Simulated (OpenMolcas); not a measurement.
Nb3+ among 6 point charges of -1.7 e arranged as a trigonal prism (D3h), 2.07 Å from the ion, with a polar angle of 54.0° against the regular 49.1°. The active orbitals were held to one l.

- Program: OpenMolcas
- Method: CASSCF
- Basis: ANO-RCC-VDZP [6s5p3d1f]
- Scalar Hamiltonian: DKH2, point nucleus
- Active space: 2 electrons in 5 orbitals (4d)
- State averaging: 2S+1 = 3 even, 10 roots; 2S+1 = 1 even, 15 roots
- Spin-orbit coupling: RASSI with atomic mean-field integrals over the reference wave functions

(1) What is the spin-free ground state (labels of D3, the rotations of D3h)?

(2) Where is the first state of the same spin?

(3) What are the lowest two levels with spin-orbit coupling?

(4) What is χT at 300 K, and how does it compare with the textbook value?

Results:

(1) 3E, 2-fold in its orbital part, 100 % from free-ion F terms; it has the highest spin that d2 allows.

(2) 3E at 7630 cm-1 above the ground state.

(3) A 2-fold level E with g = 0.00, 0.00, 0.01, then a 2-fold level E 578.0 cm-1 above it. Their leading multiplicities are 3 (100 %) and 3 (100 %).

(4) The lowest level has 2S+1 = 3, for which the spin-only value is χT = S(S+1) / 2 = 1.000 cm3 K/mol (g = 2). The computed 0.320 at 300 K differs by -0.680, through orbital momentum, spin-orbit coupling and any other state in reach.

An orbital doublet at a regular site is open to a Jahn-Teller distortion, which this geometry leaves out. Without dynamic correlation the repulsion within the d shell is too large (B by tens of per cent), so at a given field states of lower spin stand too high. Point charges carry no covalency, so the field is a model and not that of real ligands. An unlabelled pair can be two single states that coincide in this model. No measured value stands beside these numbers.

With an even number of electrons the g values are those of a degenerate or nearly degenerate non-Kramers pair.
